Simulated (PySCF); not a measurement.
Isomers of C6H13PSi. Computed with PySCF 2.14.0, PBE0-D3(BJ)/def2-SVP geometry optimisation, gas phase. One conformer each; no zero-point energy, no entropy. No frequencies were run at this level. Point groups hold within 0.08 Å.

Task: Order them by energy at this level, lowest first, and give relative energies in kcal/mol.
A. `[CH3:1][C:2]#[C:3][P:4]([CH3:5])[SiH:6]([CH3:7])[CH3:8]` with C3–P4–Si6–C7 63°
B. `[H]/[P:4]=[C:3](\[CH:2]=[CH2:1])[Si:5]([CH3:6])([CH3:7])[CH3:8]` with C1–C2–C3–P4 179°
C. `[CH3:1]/[C:2]([SiH3:3])=[P:4]/[CH:5]1[CH2:6][CH2:7][CH2:8]1` with C2–P4–C5–C6 175°, P4–C5–C6–C7 -141°, C5–C6–C7–C8 18°, C6–C7–C8–C5 -18°, P4–C5–C8–C7 138°

Result: B (0.0), A (11.1), C (28.1).

As drawn, the lowest has a C=C bond outside aromatic rings, which the highest lacks; the highest has a four-membered ring, which the lowest lacks.

```json
{"SMILES": "[H]/P=C(\\C=C)[Si](C)(C)C", "E (Eh)": "-866.40751", "E rel (kcal/mol)": "0.0", "dipole (D)": "1.33", "point group": "–", "A, B, C (MHz)": "1464, 1252, 865.1"}
{"SMILES": "CC#CP(C)[SiH](C)C", "E (Eh)": "-866.38985", "E rel (kcal/mol)": "11.1", "dipole (D)": "1.11", "point group": "C1", "A, B, C (MHz)": "1922, 830.4, 634.2"}
{"SMILES": "C/C([SiH3])=P/C1CCC1", "E (Eh)": "-866.36273", "E rel (kcal/mol)": "28.1", "dipole (D)": "0.68", "point group": "C1", "A, B, C (MHz)": "2475, 865.5, 690.6"}
```

Task: How do the relative energies change in single points at PBE0/pcSseg-1 (no added dispersion term) on the same geometries?

Result: 
```csv
SMILES,PBE0-D3(BJ)/def2-SVP (kcal/mol),PBE0/pcSseg-1 (kcal/mol),shift
[H]/P=C(\C=C)[Si](C)(C)C,0.0,0.0,0.0
CC#CP(C)[SiH](C)C,11.1,8.7,-2.4
C/C([SiH3])=P/C1CCC1,28.1,29.8,+1.7
```

Each column counts from its own lowest isomer. The order is unchanged; the largest shift is 2.4 kcal/mol.
